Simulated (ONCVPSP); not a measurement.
Transferability test, ONCV potential for gold

ONCVPSP 4.0.1 input, shortened (lines: element, Z, core and valence counts, functional; n l f; lmax; l rc ep ncon nbas qcut; lloc lpopt rc5 dvloc0; l nproj debl; icmod fcfact rcfact), PBE, scalar-relativistic:

```
  Au 79.00   10    4        4      upf
    1    0    2.00
    2    0    2.00
    2    1    6.00
    3    0    2.00
    3    1    6.00
    3    2   10.00
    4    0    2.00
    4    1    6.00
    4    2   10.00
    4    3   14.00
    5    0    2.00
    5    1    6.00
    5    2   10.00
    6    0    1.00
    2
    0    1.50    0.00    4    9    7.50
    1    1.60    0.00    4    7   11.00
    2    1.80    0.00    5   10    9.30
    4    4    1.30    0.00
    0    2    3.10
    1    1    1.80
    2    2    2.70
    2    0.40    0.85
```

Energies are relative to the spin-unpolarised reference configuration 5s2 5p6 5d10 6s1; without spin polarisation the order of configurations can differ from experiment.

Task: Give the all-electron excitation energy and the error of the potential for: 5s2 5p6 5d10 6s0; 5s2 5p6 5d9 6s0; 5s2 5p6 5d8 6s0; 5s1 5p6 5d10 6s1.

Result:

```csv
valence configuration,charge,ΔE all-electron (eV),error AE − PS (meV)
5s2 5p6 5d10 6s0,+1,9.409,-5.1
5s2 5p6 5d9 6s0,+2,30.617,-6.9
5s2 5p6 5d8 6s0,+3,64.495,-15
5s1 5p6 5d10 6s1,+1,115.232,-468
```
